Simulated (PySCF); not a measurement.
How methods differ on the excitation energy of C⁺

C⁺ [He] 2s2 2p1 (2P) → C⁺ [He] 2s1 2p1 3s1 (4P), as a difference of total energies. Computed with PySCF 2.14 in aug-cc-pwCVQZ, with the non-relativistic Hamiltonian (point nucleus). Correlated levels: valence: 1s2 frozen; valence and next inner shell: nothing frozen. The calculations carry no spin-orbit coupling.

```json
{"method": "UHF", "excitation energy (eV)": "18.851"}
{"method": "LDA", "excitation energy (eV)": "20.085"}
{"method": "PBE", "excitation energy (eV)": "20.032"}
{"method": "PBE0", "excitation energy (eV)": "20.032"}
{"method": "r2SCAN", "excitation energy (eV)": "19.904"}
{"method": "CAM-B3LYP", "excitation energy (eV)": "20.523"}
{"method": "TPSSh", "excitation energy (eV)": "20.333"}
{"method": "r2SCAN0", "excitation energy (eV)": "19.955"}
{"method": "MP2 (valence)", "excitation energy (eV)": "20.145"}
{"method": "SCS-MP2 (valence)", "excitation energy (eV)": "20.500"}
{"method": "MP2 (valence and next inner shell)", "excitation energy (eV)": "20.184"}
{"method": "SCS-MP2 (valence and next inner shell)", "excitation energy (eV)": "20.531"}
```

How much does correlation contribute at MP2 (valence and next inner shell)?

20.184 − (18.851) = 1.333 eV, measured against UHF.

The promoted electron is Rydberg-like, and one or two diffuse shells describe it only roughly, which tends to raise the upper state.
